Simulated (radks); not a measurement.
Species: H. Configuration: 1s0.5 2p0.5 (fractional occupations, a model configuration). Method: Dirac Kohn-Sham, HCTH/407, spin-unpolarised, spherical densities, point nucleus; open shells fill j = l - 1/2 first; computed with a radial shooting solver on a logarithmic mesh with Libxc functionals.

Normalised radial functions P(r) = r R(r) (large component), r in bohr:

```
   r/bohr * 1s1/2, o 2p1/2 (the largest magnitude, 0.751, reaches the edge; | marks zero, & curves that meet)
   0.1361 o                  *
   0.1663 o                     *
   0.2015 o                         *
   0.2461 |o                            *
   0.3006 |o                                 *
   0.3671 |o                                      *
   0.4484 | o                                         *
   0.5477 | o                                              *
    0.669 |  o                                                *
   0.8171 |   o                                                  *
    0.998 |     o                                                *
    1.219 |       o                                            *
    1.489 |         o                                     *
    1.818 |            o                            *
    2.203 |               o                 *
    2.691 |                   o    *
    3.287 |                *     o
    4.015 |         *              o
    4.904 |    *                    o
    5.989 | *                      o
    7.315 |*                     o
    8.935 *                   o
    10.91 *               o
    13.33 *           o
    16.28 *     o
    19.88 * o
    24.29 *o
```

1s1/2: eigenvalue -10.814 eV, 0 radial nodes, <r> = 1.45 bohr, 90 % of the charge inside 2.60 bohr. 2p1/2: eigenvalue -0.991 eV, 0 radial nodes, <r> = 7.17 bohr, 90 % of the charge inside 12.1 bohr.
